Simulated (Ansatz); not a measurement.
Gas-phase electronic energies from Ansatz, PBE0-D4/def2-TZVP geometries. CCSD(T)/CBS adds triple-zeta CCSD(T) − MP2 to the extrapolated MP2 energy (def2 sets, frozen cores). This one scheme is used for every species. DFT in def2-TZVPP. B3LYP here is the variant with VWN-RPA as its local correlation; programs differ in this. For Ge outer-core shells are correlated without core-valence functions, which leaves a few kJ/mol of doubt a bond. Scalar relativity is left out up to krypton. One conformer a species, not always the lowest.

`B[CH2][GeH2][CH3]` + `COCN` → `BNCOC` + `[CH3][GeH2][CH3]`  (ligand exchange at a B–C bond)

Q: Is it downhill or uphill in electronic energy at CCSD(T)/CBS, and by how much? (An estimate is asked.)

A: The calculation gave: Downhill: ΔE = -120.0 kJ/mol.

Q: What do these levels give: PBE-D4, r2SCAN-D4, B3LYP-D4, ωB97X-V, PBE, r2SCAN, B3LYP, HF/def2-TZVPP, HF/def2-QZVPP, SCS-MP2/def2-QZVPP, MP2/CBS(def2), CCSD/CBS(def2)? (An estimate is asked.)

A: Ansatz gave: PBE-D4 -117.5, r2SCAN-D4 -119.6, B3LYP-D4 -125.6, ωB97X-V -122.3, PBE -119.6, r2SCAN -120.0, B3LYP -129.2, HF/def2-TZVPP -133.1, HF/def2-QZVPP -133.5, SCS-MP2/def2-QZVPP -123.8, MP2/CBS(def2) -119.3, CCSD/CBS(def2) -121.5 kJ/mol.

Largest T1 diagnostic among the species: 0.012.

In def2-TZVPP, CCSD(T) changes the Hartree–Fock value by +11.3 kJ/mol (the triples alone add +1.6 kJ/mol) and MP2 by +11.9 kJ/mol. The D4 term adds +3.6 kJ/mol with B3LYP and +1.8 kJ/mol with PBE0; it sums over pairs of atoms, weighted by their polarisabilities, and B3LYP, whose exchange is more repulsive, gets the larger term.
